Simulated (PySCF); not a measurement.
H₉PSi₃, SMILES [SiH3]P([SiH3])[SiH3]. Atoms are numbered in the order given.

```xyz
13

Si    -1.8623     0.6379     0.2227
P      0.0000     0.0000    -0.8929
Si     1.4836     1.2938     0.2227
Si     0.3787    -1.9317     0.2227
H     -2.1911     2.0359    -0.1855
H     -1.7074     0.5898     1.7105
H     -2.9768    -0.2710    -0.1783
H      1.2537     2.7135    -0.1783
H      2.8587     0.8795    -0.1855
H      1.3645     1.1838     1.7105
H      1.7231    -2.4425    -0.1783
H     -0.6676    -2.9155    -0.1855
H      0.3429    -1.7735     1.7105
```
Charge 0, spin multiplicity 1.

Geometry optimised at r2SCAN-D4/def2-SVP.

All values below come from PBE/pcSseg-1 (PySCF).

GIAO shieldings, no solvent; atoms alike by connectivity are averaged. δ = σ(ref) − σ: ²⁹Si against TMS (σ = 335.4 ppm); ³¹P against PH3 (σ = 576.8 ppm); ¹H against TMS (σ = 31.49 ppm), references at their B3LYP-D3(BJ)/def2-TZVP geometries, non-relativistic.

Computed chemical shifts:
```csv
nucleus,atoms,count,δ (ppm)
²⁹Si,"Si1, Si3, Si4",3,-67.7
³¹P,P2,1,-77.1
¹H,"H5, H6, H7, H8, H9, H10, H11, H12, H13",9,4.46
```
